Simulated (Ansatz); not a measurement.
Gas-phase electronic energies from Ansatz, PBE0-D4/def2-TZVP geometries. CCSD(T)/CBS adds triple-zeta CCSD(T) − MP2 to the extrapolated MP2 energy (def2 sets, frozen cores). Elements past krypton have def2 core potentials. For W outer-core shells are correlated without core-valence functions, which leaves a few kJ/mol of doubt a bond. Each species was taken in one conformer, which may not be the lowest.

`C[Si](O)(F)[SiH3]` + `[OH][W]([OH])([Cl])([Cl])([Cl])[Cl]` → `C[Si](O)([SiH3])Cl` + `[OH][W]([OH])([F])([Cl])([Cl])[Cl]`  (redistribution)

```json
{"species": "`C[Si](O)(F)[SiH3]`", "CCSD(T)/def2-TZVPP energy (Eh)": "-795.35627"}
{"species": "`[OH][W]([OH])([Cl])([Cl])([Cl])[Cl]`", "CCSD(T)/def2-TZVPP energy (Eh)": "-2057.45942"}
{"species": "`C[Si](O)([SiH3])Cl`", "CCSD(T)/def2-TZVPP energy (Eh)": "-1155.32705"}
{"species": "`[OH][W]([OH])([F])([Cl])([Cl])[Cl]`", "CCSD(T)/def2-TZVPP energy (Eh)": "-1697.47826"}
```

**Question.** Work out ΔE.

**Answer.** ΔE = (-1155.32705) + (-1697.47826) − (-795.35627) − (-2057.45942) = 0.01038 Eh = +6.5 kcal/mol. CCSD(T)/CBS gives +7.3 kcal/mol.

Largest T1 diagnostic among the species: 0.023, so the coupled-cluster value is less sure than usual.

In def2-TZVPP, CCSD(T) changes the Hartree–Fock value by +3.1 kcal/mol (the triples alone add +0.9 kcal/mol) and MP2 by +6.0 kcal/mol.
